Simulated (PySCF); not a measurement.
A geometry optimisation, step by step.

Cl₂Ge₂H₄.
Numbering: `[Cl:1][GeH:2]([Cl:3])[GeH3:4]` (hydrogens: H5 on Ge2; H6, H7, H8 on Ge4)

Method: PBE0-D3(BJ)/def2-SVP geometry optimisation, gas phase in PySCF; density fitting, grid level 1; the optimiser is geomeTRIC in internal coordinates, started from a GFN2-xTB structure with every atom displaced at random (about 0.01 Å). The frame can shift and turn from step to step; on so coarse a grid that alone can change the energy by a few meV, and forces under 0.02 eV/Å are noise.

Step 0: E = -138104.9825 eV, largest atomic force 0.843 eV/Å
```
atom  x, y, z in Å  |  force x, y, z in eV/Å
Cl1     1.944   -1.602   -1.123    0.001  -0.332  -0.314
Ge2     1.135   -0.027    0.078    0.219  -0.402   0.700
Cl3     1.941    1.782   -0.668    0.186   0.746  -0.345
Ge4    -1.244    0.009    0.054   -0.523   0.007  -0.054
H5      1.784   -0.229    1.456   -0.073   0.011   0.076
H6     -1.839    1.114    0.904    0.113   0.408   0.341
H7     -1.849   -1.278    0.572    0.052  -0.515   0.218
H8     -1.817    0.211   -1.325    0.026   0.077  -0.623
```

Step 1: E = -138105.0887 eV, largest atomic force 0.409 eV/Å
```
atom  x, y, z in Å  |  force x, y, z in eV/Å
Cl1     2.164   -1.426   -0.779   -0.075   0.132   0.088
Ge2     1.439    0.164    0.516    0.131   0.214  -0.281
Cl3     2.172    2.052   -0.325   -0.145  -0.337   0.182
Ge4    -0.992    0.186    0.420    0.060  -0.013   0.056
H5      2.149   -0.010    1.872   -0.049   0.000  -0.049
H6     -1.480    1.348    1.312   -0.004  -0.104  -0.080
H7     -1.502   -1.167    0.965    0.018   0.136  -0.063
H8     -1.428    0.394   -1.045    0.064  -0.028   0.147
```

Step 2: E = -138105.0991 eV, largest atomic force 0.179 eV/Å
```
atom  x, y, z in Å  |  force x, y, z in eV/Å
Cl1     2.151   -1.412   -0.793   -0.028   0.043   0.013
Ge2     1.438    0.166    0.510    0.064   0.111  -0.126
Cl3     2.158    2.047   -0.311   -0.056  -0.118   0.076
Ge4    -0.982    0.185    0.427    0.065  -0.007   0.052
H5      2.145   -0.015    1.862   -0.003  -0.020   0.011
H6     -1.484    1.339    1.309   -0.024  -0.001   0.001
H7     -1.497   -1.159    0.962   -0.021  -0.009  -0.001
H8     -1.406    0.390   -1.031    0.002   0.000  -0.025
```

Step 3: E = -138105.1005 eV, largest atomic force 0.028 eV/Å
```
atom  x, y, z in Å  |  force x, y, z in eV/Å
Cl1     2.142   -1.393   -0.815   -0.001   0.002  -0.026
Ge2     1.440    0.169    0.506    0.014   0.015   0.016
Cl3     2.148    2.052   -0.293    0.002   0.027   0.009
Ge4    -0.976    0.182    0.435    0.006  -0.009   0.013
H5      2.149   -0.025    1.855    0.005  -0.024  -0.001
H6     -1.492    1.333    1.311   -0.010   0.007   0.007
H7     -1.496   -1.162    0.963   -0.009  -0.018   0.003
H8     -1.393    0.385   -1.026   -0.006   0.001  -0.022
```

Step 4: E = -138105.1003 eV, largest atomic force 0.086 eV/Å
```
atom  x, y, z in Å  |  force x, y, z in eV/Å
Cl1     2.138   -1.367   -0.843    0.011  -0.007  -0.034
Ge2     1.443    0.174    0.504   -0.024  -0.036   0.072
Cl3     2.138    2.067   -0.268    0.023   0.082  -0.014
Ge4    -0.973    0.177    0.440   -0.024  -0.007  -0.016
H5      2.157   -0.041    1.848    0.011  -0.022  -0.008
H6     -1.502    1.324    1.314    0.002   0.004   0.006
H7     -1.494   -1.171    0.963    0.005  -0.015   0.002
H8     -1.385    0.379   -1.023   -0.004   0.000  -0.008
```

Step 5: E = -138105.1004 eV, largest atomic force 0.079 eV/Å
```
atom  x, y, z in Å  |  force x, y, z in eV/Å
Cl1     2.138   -1.350   -0.859    0.011   0.002  -0.026
Ge2     1.444    0.177    0.505   -0.031  -0.037   0.062
Cl3     2.132    2.080   -0.251    0.018   0.067  -0.007
Ge4    -0.972    0.172    0.442   -0.027  -0.004  -0.024
H5      2.163   -0.050    1.844    0.010  -0.018  -0.011
H6     -1.508    1.315    1.317    0.007  -0.003   0.001
H7     -1.491   -1.179    0.959    0.012  -0.006  -0.002
H8     -1.383    0.376   -1.022    0.001  -0.002   0.006
```

Step 6: E = -138105.1007 eV, largest atomic force 0.026 eV/Å
```
atom  x, y, z in Å  |  force x, y, z in eV/Å
Cl1     2.140   -1.340   -0.866    0.005   0.015  -0.013
Ge2     1.444    0.179    0.508   -0.015  -0.007   0.020
Cl3     2.127    2.090   -0.240    0.000   0.018   0.013
Ge4    -0.974    0.168    0.441   -0.015  -0.001  -0.015
H5      2.167   -0.054    1.843    0.005  -0.015  -0.009
H6     -1.511    1.308    1.319    0.005  -0.008  -0.002
H7     -1.487   -1.187    0.954    0.011   0.000  -0.004
H8     -1.384    0.376   -1.024    0.004  -0.003   0.010
```

Step 7: E = -138105.1007 eV, largest atomic force under 0.02 eV/Å
```
atom  x, y, z in Å  |  force x, y, z in eV/Å
Cl1     2.142   -1.328   -0.874    0.004   0.018  -0.008
Ge2     1.443    0.181    0.510   -0.008   0.003   0.004
Cl3     2.121    2.099   -0.228   -0.005   0.003   0.018
Ge4    -0.974    0.164    0.440   -0.007  -0.001  -0.009
H5      2.170   -0.059    1.842    0.002  -0.013  -0.006
H6     -1.515    1.301    1.321    0.003  -0.008  -0.002
H7     -1.483   -1.194    0.949    0.007   0.000  -0.004
H8     -1.382    0.376   -1.024    0.004  -0.002   0.007
```

Q: Summarise the path.

A: The energy falls by 0.1182 eV from step 0 to step 7; nine tenths of that is first reached at step 2. It rises by more than 0.2 meV at step 4. The largest force goes from 0.843 to under 0.02 eV/Å. Among the bonds Ge2–Cl3 changes most, from 2.116 to 2.164 Å; the atoms move by 0.102 Å rms after alignment.

Q: Follow the three bonds and two angles with the largest change from start to end.

A: 
```json
{"step": "0", "E above end (eV)": "0.1182", "largest force (eV/Å)": "0.843", "Ge2–Cl3 (Å)": "2.116", "Ge2–Ge4 (Å)": "2.380", "Ge4–H8 (Å)": "1.507", "Ge2–Ge4–H8 (°)": "113.0", "H6–Ge4–H8 (°)": "105.5"}
{"step": "1", "E above end (eV)": "0.0120", "largest force (eV/Å)": "0.409", "Ge2–Cl3 (Å)": "2.192", "Ge2–Ge4 (Å)": "2.433", "Ge4–H8 (Å)": "1.542", "Ge2–Ge4–H8 (°)": "108.7", "H6–Ge4–H8 (°)": "111.0"}
{"step": "2", "E above end (eV)": "0.0016", "largest force (eV/Å)": "0.179", "Ge2–Cl3 (Å)": "2.175", "Ge2–Ge4 (Å)": "2.421", "Ge4–H8 (Å)": "1.532", "Ge2–Ge4–H8 (°)": "108.1", "H6–Ge4–H8 (°)": "110.8"}
{"step": "3", "E above end (eV)": "0.0002", "largest force (eV/Å)": "0.028", "Ge2–Cl3 (Å)": "2.163", "Ge2–Ge4 (Å)": "2.417", "Ge4–H8 (Å)": "1.532", "Ge2–Ge4–H8 (°)": "107.5", "H6–Ge4–H8 (°)": "110.7"}
{"step": "4", "E above end (eV)": "0.0004", "largest force (eV/Å)": "0.086", "Ge2–Cl3 (Å)": "2.159", "Ge2–Ge4 (Å)": "2.417", "Ge4–H8 (Å)": "1.534", "Ge2–Ge4–H8 (°)": "107.1", "H6–Ge4–H8 (°)": "110.6"}
{"step": "5", "E above end (eV)": "0.0003", "largest force (eV/Å)": "0.079", "Ge2–Cl3 (Å)": "2.159", "Ge2–Ge4 (Å)": "2.418", "Ge4–H8 (Å)": "1.535", "Ge2–Ge4–H8 (°)": "107.0", "H6–Ge4–H8 (°)": "110.5"}
{"step": "6", "E above end (eV)": "0.0000", "largest force (eV/Å)": "0.026", "Ge2–Cl3 (Å)": "2.163", "Ge2–Ge4 (Å)": "2.419", "Ge4–H8 (Å)": "1.535", "Ge2–Ge4–H8 (°)": "107.0", "H6–Ge4–H8 (°)": "110.6"}
{"step": "7", "E above end (eV)": "0.0000", "largest force (eV/Å)": "under 0.02", "Ge2–Cl3 (Å)": "2.164", "Ge2–Ge4 (Å)": "2.419", "Ge4–H8 (Å)": "1.535", "Ge2–Ge4–H8 (°)": "107.0", "H6–Ge4–H8 (°)": "110.6"}
```

The cost below is that of the whole optimisation. Hardware: Arm Neoverse V2, one thread, no GPU, shared host. Cost: 53 s of wall time, 0.51 GiB resident at most.
